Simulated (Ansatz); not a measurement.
Basis-set series for `B/C(C)=C/F`. The species carries charge 0 and has multiplicity 1. The structure was optimised at the PBE0-D4/def2-TZVP level.

```json
{"functional": "PBE0-D4", "basis": "def2-SVP", "functions": "100", "energy (Eh)": "-242.12730", "HOMO (eV)": "-7.81", "LUMO (eV)": "-1.73"}
{"functional": "PBE0-D4", "basis": "def2-QZVPP", "functions": "465", "energy (Eh)": "-242.41807", "HOMO (eV)": "-7.88", "LUMO (eV)": "-1.82"}
{"functional": "ωB97M-V", "basis": "def2-SVP", "functions": "100", "energy (Eh)": "-242.28783", "HOMO (eV)": "-9.96", "LUMO (eV)": "0.35"}
{"functional": "ωB97M-V", "basis": "def2-QZVPP", "functions": "465", "energy (Eh)": "-242.59031", "HOMO (eV)": "-10.06", "LUMO (eV)": "0.15"}
```

Question: Give the rows for def2-TZVPP. (An estimate is asked.)

Answer: The calculation gave: 
```csv
functional,basis,functions,energy (Eh),HOMO (eV),LUMO (eV)
PBE0-D4,def2-TZVPP,239,-242.40482,-7.87,-1.80
ωB97M-V,def2-TZVPP,239,-242.57771,-10.05,0.20
```

Positive LUMOs are unbound and depend on the basis.

Computed with Ansatz.
